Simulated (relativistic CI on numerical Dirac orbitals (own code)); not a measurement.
**Ligand-field terms of d7**

Computed with a parametric ligand-field model of a d^n configuration (Racah B and C, spin-orbit zeta, crystal field), exact diagonalisation.

Field parameters in Wybourne normalisation: Oh B⁴₀ = 21Dq, B⁴₄ = √(5/14) B⁴₀. The field is a parameter set, without covalency.

(1) Ground term and bands for B = 560, C = 1980, ζ = 0 cm⁻¹, Oh, 10Dq = 8950 cm⁻¹?

(2) A d7 ion in Oh symmetry has the ground term 2E and bands at 4T1 9572 cm⁻¹ (1045 nm), 2T1 22630 cm⁻¹ (442 nm), 2T2 23236 cm⁻¹ (430 nm), 2T1 28232 cm⁻¹ (354 nm), 4T2 32570 cm⁻¹ (307 nm), 2T2 39921 cm⁻¹ (250 nm), 4T1 43418 cm⁻¹ (230 nm). Which parameters reproduce them?

(3) A d7 ion in Oh symmetry has the ground term 2E and bands at 4T1 7185 cm⁻¹ (1392 nm), 2T1 13714 cm⁻¹ (729 nm), 2T2 14052 cm⁻¹ (712 nm), 2T1 16536 cm⁻¹ (605 nm), 4T2 21126 cm⁻¹ (473 nm), 2T2 22817 cm⁻¹ (438 nm), 4T1 26367 cm⁻¹ (379 nm). Which parameters reproduce them?

(4) Ground term and bands for B = 760, C = 3040, ζ = 0 cm⁻¹, Oh, 10Dq = 7400 cm⁻¹?

(5) Ground term and bands for B = 990, C = 5140, ζ = 0 cm⁻¹, Oh, 10Dq = 18500 cm⁻¹?

Results:

(1) Ground term 4T1 with 2.05 electrons in the two orbitals of the cubic e set. Spin-allowed: 4T2 8035 cm⁻¹ (1245 nm), 4T1 15520 cm⁻¹ (644 nm), 4A2 16985 cm⁻¹ (589 nm). Lowest spin-forbidden: 2E 989 cm⁻¹, 2T1 8784 cm⁻¹ (1138 nm), 2T2 9066 cm⁻¹ (1103 nm).

(2) B = 840, C = 3020, ζ = 0 cm⁻¹, Oh, 10Dq = 24750 cm⁻¹.

(3) B = 410, C = 1540, ζ = 0 cm⁻¹, Oh, 10Dq = 14850 cm⁻¹.

(4) Ground term 4T1 with 2.08 electrons in the two orbitals of the cubic e set. Spin-allowed: 4T2 6455 cm⁻¹ (1549 nm), 4A2 13855 cm⁻¹ (722 nm), 4T1 16910 cm⁻¹ (591 nm). Lowest spin-forbidden: 2E 7190 cm⁻¹ (1391 nm), 2T1 13137 cm⁻¹ (761 nm), 2T2 13410 cm⁻¹ (746 nm).

(5) Ground term 4T1 with 2.04 electrons in the two orbitals of the cubic e set. Spin-allowed: 4T2 16762 cm⁻¹ (597 nm), 4T1 29874 cm⁻¹ (335 nm), 4A2 35262 cm⁻¹ (284 nm). Lowest spin-forbidden: 2E 4816 cm⁻¹ (2076 nm), 2T1 20369 cm⁻¹ (491 nm), 2T2 21314 cm⁻¹ (469 nm).
